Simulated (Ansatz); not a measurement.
# Changing the shape of NiO, triplet

Computed with Ansatz's Gaussian-basis code (development build). Basis cc-pVTZ, nonrelativistic, 6 orbitals frozen in the corrections; active space CAS(14,9), shells under the valence barred from it. Restricted Hartree–Fock, then the lowest state-specific CASSCF solution met for each case. On stretched bonds single-reference methods can fail or change state. Unlike active orbitals can shift such differences by tenths of an eV, at times by over 1 eV.

Case A: bond length 1.7897 Å.

Case B: bond length 1.6270 Å.

Energy less that of case A, in eV:

```json
{"case": "B", "RHF/ROHF": "+0.612", "CASSCF": "-0.104"}
```

What does SC-NEVPT2 give for these differences?

B: -0.843 eV (-19.4 kcal/mol).

Which case is lowest, and do the methods agree?

B is lowest in SC-NEVPT2. RHF/ROHF puts A lowest.
